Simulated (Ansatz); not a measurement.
System: AgCl, charge 0, multiplicity 3. The spin state was set by rule; other spins were not relaxed. 
Structure (B3LYP-D3(BJ)/def2-TZVP (Ansatz, a first-principles code) minimum search):
```
Ag
Cl 1 2.5264
```
Charge 0, spin multiplicity 3.

Basis-set convergence of Hartree-Fock and MP2 correlation energies (hartree) with Ansatz. Valence correlation only, unless marked. UHF or UKS for open shells. No spin-orbit coupling. Frozen are the shells of the preceding noble gas and the d and f shells that filled before the atom's block. In def2 rows, elements after Kr have scalar-relativistic effective core potentials.

```csv
basis,functions,E(HF),"E(corr, MP2)"
def2-SVPD,61,-605.38839,-0.36387
def2-TZVPPD,107,-605.57279,-0.55792
def2-QZVPPD,167,-605.58701,-0.61092
```

Extrapolating the two largest sets (X = 3 and 4) as X^-3: E(corr) = (64·(-0.61092) - 27·(-0.55792))/37 = -0.6496 Eh, an estimate of the basis-set limit. The largest set recovers 94.0 % of it, the smallest 56.0 %.
